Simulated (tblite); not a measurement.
Compound: C₄H₇O₅S (charge -1).
Bonds: C1–O2, O2–C3, C3–O4 (double), C3–C5, C5–C6, C6–S7, S7–O8 (double), S7–O9 (double), S7–O10. Hydrogens: H11, H12, H13 on C1; H14, H15 on C5; H16, H17 on C6.

Computed geometry: GFN2-xTB, gas phase.

(1) Give the optimised bond lengths and angles.

Answers

(1) 
```csv
bond,length (Å)
C1–O2,1.412
O2–C3,1.369
C3=O4,1.215
C3–C5,1.531
C5–C6,1.505
C6–S7,1.825
S7=O8,1.484
"S7=O9, S7–O10",1.454
"C1–H11, C1–H12, C1–H13",1.092
"C5–H14, C5–H15",1.093
"C6–H16, C6–H17",1.085
```

Bonds in one row agree within 0.01 Å and their mean is given. A selection of angles:
```csv
angle,degrees
C1–O2–C3,114.0
O2–C3–O4,121.9
O2–C3–C5,109.5
O4–C3–C5,122.9
C3–C5–C6,107.9
C5–C6–S7,99.8
C6–S7–O8,101.2
C6–S7–O9,108.9
C6–S7–O10,105.9
O8–S7–O9,113.1
```

Dihedral angles: C1–O2–C3–O4 29° (synperiplanar); O2–C3–C5–C6 143° (anticlinal); C3–C5–C6–S7 -59° (synclinal); C5–C6–S7–O8 42° (synclinal). The mirror-image conformer, all signs reversed, is as good.

The 3 O–S bonds span 1.454 Å (S7=O9, drawn double in a drawing that doesn't fit all lengths) to 1.484 Å (S7=O8, drawn double in a drawing that doesn't fit all lengths), a spread of 0.030 Å. The C–C distances run from 1.505 Å (C5–C6, drawn single in a drawing that doesn't fit all lengths) to 1.531 Å (C3–C5, drawn single in a drawing that doesn't fit all lengths), a spread of 0.026 Å. The 3 C–O bonds span 1.215 Å (C3=O4, drawn double in a drawing that doesn't fit all lengths) to 1.412 Å (C1–O2, drawn single in a drawing that doesn't fit all lengths), a spread of 0.197 Å. Of the pairs four or more bonds apart, C3···O8 is among the closest relative to their van der Waals radii: 1.99 Å, 62 % of the sum of Bondi's values. C3 (ester carbonyl carbon) has angles 122.9°, 121.9° and 109.5°, sum 354.4°, 0.19 Å off the plane of its three neighbours. S7 (sulfonyl sulfur) is distorted tetrahedral (angles from 101.2° to 113.7°).

Point group: C1 (no symmetry element, even within 0.4 Å). Its GFN2-xTB frequencies are all real (lowest 48 cm⁻¹).
